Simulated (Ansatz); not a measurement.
Basis sets compared for Zn8Te7Cl2. Total charge 0; singlet. Geometry PBE-D4/def2-SVP. Ansatz on 2 threads of AMD EPYC 7R13 on a shared host and a share (18 GiB) of an NVIDIA H100 80GB HBM3; times are rough, and most runs start from earlier orbitals.

```xyz
17

Te    0.2706    1.8856    4.6552
Te    1.1955   -2.0471    3.0587
Te    2.3572    1.5784    0.7412
Te   -0.7575    1.3632   -2.6917
Te   -1.9582    0.2471    1.0366
Te    0.9466   -2.1758   -5.1914
Te   -2.8176   -3.0434   -2.0882
Zn    0.5151    2.7934    2.2691
Zn    1.9538    0.4467    3.1381
Zn    0.7726   -0.6894   -3.1551
Zn   -0.6782   -0.2122    3.2878
Zn    0.6596   -0.6927    0.8043
Zn   -0.2530    1.9233   -0.2235
Zn   -1.8186   -0.7962   -1.5466
Zn   -1.0145   -2.8454   -3.7983
Cl   -0.6785    4.0819    0.8006
Cl    1.3051   -1.8172   -1.0968
```

In the def2 sets Te takes a core potential; there is no spin–orbit coupling. Single mean-field runs in def2-SVP, def2-TZVP are fitted with def2-universal-jkfit.

Binding counts from free atoms (Te triplet, Zn singlet, Cl doublet) in the same basis, without a counterpoise term.

```csv
level,functions,energy (Eh),HOMO (eV),LUMO (eV),binding per atom (eV),wall time
PBE-D4/def2-SVP (with forces),466,-17027.6379,-4.82,-3.32,2.35,6.5 s
PBE0-D4/def2-SVP,466,-17028.0742,-5.78,-2.76,2.32,5.5 s
```

(1) Estimate the rows for PBE-D4/def2-TZVP, PBE0-D4/def2-TZVP.

Answers

(1) 
```tsv
level	functions	energy (Eh)	HOMO (eV)	LUMO (eV)	binding per atom (eV)	wall time
PBE-D4/def2-TZVP	808	-17030.1194	-5.02	-3.48	2.16	7 s
PBE0-D4/def2-TZVP	808	-17030.4739	-5.93	-2.88	2.18	9 s
```
